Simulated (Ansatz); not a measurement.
Consider the substitution at a C–S bond: `C[S][SbH2]` + `CBO` → `CBOC` + `[SH][SbH2]`.

Calculated with Ansatz (gas phase, PBE0-D4/def2-TZVP geometries, no zero-point term in ΔE). CCSD(T)/CBS is the MP2 limit (def2-TZVPP, def2-QZVPP) plus CCSD(T) − MP2 in def2-TZVPP, frozen cores. DFT in def2-TZVPP. HSE06 is defined as in plane-wave codes. def2 core potentials past Kr. For Sb outer-core shells are correlated without core-valence functions, which leaves a few kJ/mol of doubt a bond. Each species was taken in one conformer, which may not be the lowest.

**Question.** Is it downhill or uphill in electronic energy at CCSD(T)/CBS, and by how much? (Estimate.)

**Answer.** Computed: Uphill: ΔE = +8.7 kcal/mol.

**Question.** What do these levels give: BLYP-D4, r2SCAN, PBE0, r2SCANh, HSE06, MP2/def2-QZVPP? (Best estimate.)

**Answer.** Ansatz gave: BLYP-D4 7.4, r2SCAN 8.0, PBE0 8.0, r2SCANh 8.1, HSE06 8.1, MP2/def2-QZVPP 10.1 kcal/mol.

**Question.** What do rigid-rotor, harmonic-oscillator terms from PBE0-D4/def2-TZVP frequencies (298.15 K, 1 bar) make of the CCSD(T)/CBS value? (Best estimate.)

**Answer.** Ansatz gave: ΔZPE = -1.0 kcal/mol, ΔH = +7.6 kcal/mol, ΔS = -10 J/(mol·K), ΔG = +8.3 kcal/mol. Modes under 50 cm⁻¹ make the entropy rough.

Largest T1 diagnostic among the species: 0.013.

In def2-TZVPP, CCSD(T) changes the Hartree–Fock value by +2.5 kcal/mol (the triples alone add +0.4 kcal/mol) and MP2 by +4.3 kcal/mol. Leaving LDA and LC-ωPBE aside and taking each functional with its dispersion term where it has one, the values, not all of them listed here, spread over 2.5 kcal/mol, from CAM-B3LYP-D4 to revPBE-D4. At CCSD(T), def2-SVP lies −3.5 kcal/mol from the extrapolated value and def2-TZVPP −0.9 kcal/mol.
